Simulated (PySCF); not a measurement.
Record of a relaxation.

Species: C₉H₁₇Al.
SMILES with atom numbers: `[CH2:1]1[CH2:2][CH2:3][CH:4]([C@H:5]2[CH2:6][CH2:7][AlH:8][CH2:9]2)[CH2:10]1` (hydrogens: H11, H12 on C1; H13, H14 on C2; H15, H16 on C3; H17 on C4; H18 on C5; H19, H20 on C6; H21, H22 on C7; H23 on Al8; H24, H25 on C9; H26, H27 on C10)

Method: PySCF 2.14.0, PBE0-D3(BJ)/def2-SVP geometry optimisation, gas phase; density fitting, grid level 1; the optimiser is geomeTRIC in internal coordinates, started from a GFN2-xTB structure with every atom displaced at random (about 0.01 Å). 5 of its 7 geometries are shown. The frame can shift and turn from step to step; on so coarse a grid that alone can change the energy by a few meV, and forces under 0.02 eV/Å are noise.

Step 0: E = -16184.2869 eV, largest atomic force 2.371 eV/Å
```
atom  x, y, z in Å  |  force x, y, z in eV/Å
C1      2.798   -0.078   -1.021   -1.390   1.680   0.248
C2      2.946    0.359    0.444   -0.710   0.643  -0.392
C3      1.514    0.516    1.004    1.309  -0.563   0.351
C4      0.659   -0.252    0.046   -2.205   0.868  -0.092
C5     -0.852    0.139    0.142    0.714  -0.566   0.710
C6     -1.728   -0.643   -0.842   -0.062   0.324   0.245
C7     -3.174   -0.141   -0.824   -0.171  -0.676   0.225
Al8    -3.322    0.086    1.147    0.541  -0.072  -0.449
C9     -1.398   -0.042    1.608   -0.408   0.070  -1.589
C10     1.274    0.038   -1.296    0.934  -0.131  -0.328
H11     3.345    0.577   -1.691    0.442   0.111  -0.395
H12     3.122   -1.079   -1.161    0.475  -1.338  -0.247
H13     3.474   -0.391    0.985    0.738  -0.805   0.770
H14     3.494    1.297    0.540    0.289   0.194   0.044
H15     1.237    1.560    1.008   -0.314   0.771  -0.052
H16     1.466    0.166    2.042   -0.169  -0.031   0.067
H17     0.715   -1.316    0.255    0.143  -0.721   0.142
H18    -0.947    1.214   -0.105    0.155   0.056  -0.132
H19    -1.302   -0.585   -1.842    0.225  -0.087  -0.472
H20    -1.727   -1.694   -0.539    0.221  -0.441   0.010
H21    -3.843   -0.846   -1.367    0.075   0.186   0.402
H22    -3.230    0.776   -1.407   -0.128   0.661  -0.095
H23    -4.558    0.303    2.039   -0.645   0.111   0.467
H24    -1.073   -1.026    1.952   -0.036  -0.508   0.235
H25    -0.930    0.675    2.266    0.066   0.519   0.539
H26     1.001    1.066   -1.620    0.096  -0.268   0.042
H27     0.967   -0.671   -2.069   -0.186   0.011  -0.255
```

Step 2: E = -16184.6084 eV, largest atomic force 0.087 eV/Å
```
atom  x, y, z in Å  |  force x, y, z in eV/Å
C1      2.821   -0.132   -0.991    0.004  -0.038  -0.025
C2      2.975    0.317    0.480    0.049  -0.021   0.033
C3      1.549    0.529    1.011   -0.039   0.017  -0.023
C4      0.633   -0.240    0.054    0.048  -0.011  -0.057
C5     -0.833    0.180    0.102   -0.077  -0.025  -0.018
C6     -1.714   -0.642   -0.865    0.049   0.013   0.005
C7     -3.192   -0.222   -0.794   -0.074   0.046  -0.004
Al8    -3.363    0.168    1.125   -0.028  -0.012  -0.001
C9     -1.441    0.129    1.520    0.029  -0.041   0.062
C10     1.324   -0.032   -1.298   -0.005  -0.022   0.034
H11     3.426    0.471   -1.684    0.010  -0.006  -0.002
H12     3.159   -1.175   -1.112   -0.017   0.039   0.021
H13     3.501   -0.453    1.068   -0.019   0.011  -0.023
H14     3.578    1.233    0.572   -0.002   0.004   0.000
H15     1.278    1.600    0.971    0.012  -0.011  -0.018
H16     1.431    0.216    2.059    0.005   0.005  -0.003
H17     0.686   -1.319    0.308    0.005   0.014   0.016
H18    -0.874    1.233   -0.246    0.008   0.007   0.016
H19    -1.322   -0.570   -1.894    0.026   0.010   0.017
H20    -1.619   -1.708   -0.580    0.003  -0.002  -0.003
H21    -3.874   -0.964   -1.239    0.032   0.001   0.012
H22    -3.350    0.711   -1.372    0.004  -0.014   0.014
H23    -4.637    0.414    2.051    0.008   0.006  -0.001
H24    -1.195   -0.851    1.982   -0.010   0.010  -0.003
H25    -1.017    0.887    2.199   -0.029   0.004  -0.042
H26     1.071    0.978   -1.669    0.006   0.005   0.004
H27     1.001   -0.748   -2.068    0.001   0.013  -0.010
```

Step 3: E = -16184.6109 eV, largest atomic force 0.050 eV/Å
```
atom  x, y, z in Å  |  force x, y, z in eV/Å
C1      2.819   -0.144   -0.992   -0.010   0.023  -0.006
C2      2.978    0.315    0.476    0.005   0.013   0.004
C3      1.552    0.540    1.004   -0.005  -0.007   0.002
C4      0.632   -0.235    0.055   -0.002   0.013  -0.023
C5     -0.836    0.183    0.109   -0.006  -0.021  -0.010
C6     -1.713   -0.632   -0.865    0.011   0.014  -0.010
C7     -3.194   -0.216   -0.793   -0.004   0.004   0.004
Al8    -3.366    0.154    1.129   -0.008   0.001   0.001
C9     -1.444    0.121    1.527    0.016  -0.047  -0.003
C10     1.323   -0.036   -1.298   -0.007  -0.022   0.006
H11     3.430    0.449   -1.690   -0.001  -0.006  -0.003
H12     3.150   -1.188   -1.102   -0.004  -0.020   0.007
H13     3.498   -0.453    1.068    0.002  -0.014   0.002
H14     3.586    1.229    0.559   -0.004   0.001   0.002
H15     1.286    1.611    0.952    0.004   0.004  -0.016
H16     1.434    0.237    2.054   -0.003   0.009   0.001
H17     0.685   -1.312    0.315    0.013  -0.003   0.021
H18    -0.879    1.239   -0.233    0.010   0.008   0.023
H19    -1.315   -0.548   -1.890    0.001   0.002  -0.001
H20    -1.614   -1.700   -0.590   -0.006  -0.001  -0.005
H21    -3.869   -0.958   -1.247    0.008  -0.005   0.005
H22    -3.354    0.720   -1.362    0.004   0.004  -0.001
H23    -4.639    0.391    2.055   -0.010   0.005   0.012
H24    -1.196   -0.859    1.985    0.005   0.004  -0.003
H25    -1.026    0.879    2.207   -0.013   0.025  -0.005
H26     1.075    0.973   -1.675    0.006   0.008   0.006
H27     0.996   -0.754   -2.065   -0.003   0.009  -0.010
```

Step 4: E = -16184.6129 eV, largest atomic force 0.052 eV/Å
```
atom  x, y, z in Å  |  force x, y, z in eV/Å
C1      2.815   -0.164   -0.992    0.001   0.049   0.009
C2      2.979    0.314    0.470   -0.022   0.024  -0.022
C3      1.554    0.558    0.992    0.027  -0.022   0.014
C4      0.632   -0.228    0.055   -0.044   0.017   0.010
C5     -0.837    0.188    0.115    0.033  -0.010  -0.011
C6     -1.712   -0.615   -0.869   -0.020   0.013  -0.011
C7     -3.195   -0.206   -0.789    0.041  -0.024   0.006
Al8    -3.366    0.135    1.139    0.006   0.012   0.003
C9     -1.442    0.108    1.534   -0.017  -0.036  -0.033
C10     1.320   -0.044   -1.300   -0.002  -0.017  -0.014
H11     3.434    0.411   -1.698   -0.002  -0.007  -0.003
H12     3.133   -1.213   -1.086    0.005  -0.041  -0.002
H13     3.490   -0.452    1.072    0.013  -0.019   0.011
H14     3.595    1.223    0.542    0.000  -0.003   0.003
H15     1.296    1.629    0.919   -0.004   0.010  -0.009
H16     1.433    0.274    2.048   -0.008   0.011   0.001
H17     0.686   -1.301    0.327    0.019  -0.008   0.014
H18    -0.882    1.249   -0.213    0.008   0.004   0.016
H19    -1.313   -0.514   -1.892   -0.016  -0.001  -0.010
H20    -1.610   -1.687   -0.611   -0.001   0.001  -0.002
H21    -3.865   -0.946   -1.253   -0.014  -0.002  -0.001
H22    -3.360    0.738   -1.344   -0.003   0.012  -0.008
H23    -4.637    0.358    2.071   -0.011   0.001   0.010
H24    -1.187   -0.874    1.983    0.017   0.004   0.004
H25    -1.031    0.867    2.216   -0.002   0.021   0.017
H26     1.082    0.965   -1.684    0.003   0.006   0.011
H27     0.988   -0.764   -2.063   -0.006   0.005  -0.003
```

Step 6: E = -16184.6142 eV, largest atomic force 0.025 eV/Å
```
atom  x, y, z in Å  |  force x, y, z in eV/Å
C1      2.809   -0.194   -0.996    0.001   0.006   0.006
C2      2.982    0.309    0.456   -0.012   0.000  -0.009
C3      1.561    0.580    0.975    0.012  -0.003   0.000
C4      0.632   -0.220    0.058   -0.019  -0.006   0.015
C5     -0.837    0.195    0.122    0.013   0.007   0.000
C6     -1.715   -0.589   -0.875   -0.016  -0.002  -0.002
C7     -3.199   -0.188   -0.777    0.018  -0.010   0.004
Al8    -3.363    0.113    1.158    0.005   0.007   0.003
C9     -1.436    0.089    1.542   -0.020  -0.004  -0.014
C10     1.314   -0.058   -1.303    0.005  -0.002  -0.012
H11     3.435    0.355   -1.716    0.000  -0.002  -0.002
H12     3.107   -1.252   -1.069    0.001  -0.003  -0.002
H13     3.485   -0.452    1.071    0.005   0.001   0.002
H14     3.609    1.212    0.510    0.003  -0.001   0.001
H15     1.313    1.651    0.871   -0.002   0.001   0.002
H16     1.438    0.327    2.039   -0.002   0.001   0.001
H17     0.691   -1.289    0.348    0.004   0.000  -0.002
H18    -0.881    1.262   -0.182    0.003  -0.001  -0.001
H19    -1.325   -0.463   -1.898   -0.005   0.002  -0.001
H20    -1.608   -1.666   -0.642    0.003   0.001  -0.001
H21    -3.868   -0.922   -1.252   -0.008   0.003  -0.001
H22    -3.371    0.766   -1.312   -0.002   0.002  -0.003
H23    -4.630    0.316    2.102    0.000  -0.003  -0.001
H24    -1.166   -0.894    1.980    0.011   0.004   0.007
H25    -1.034    0.847    2.232    0.005  -0.001   0.006
H26     1.090    0.952   -1.692    0.000   0.001   0.004
H27     0.970   -0.778   -2.059   -0.002   0.001   0.001
```

Task: Summarise the path.

Result: The energy falls by 0.3273 eV from step 0 to step 6; nine tenths of that is first reached at step 1. It falls at every step. The largest force goes from 2.371 to 0.025 eV/Å. Among the bonds Al8–H23 changes most, from 1.540 to 1.594 Å; the atoms move by 0.109 Å rms after alignment.

The cost below is that of the whole optimisation. On Arm Neoverse N1, one thread, no GPU (shared host), this took 6.8 min and 0.98 GiB of memory at its peak.
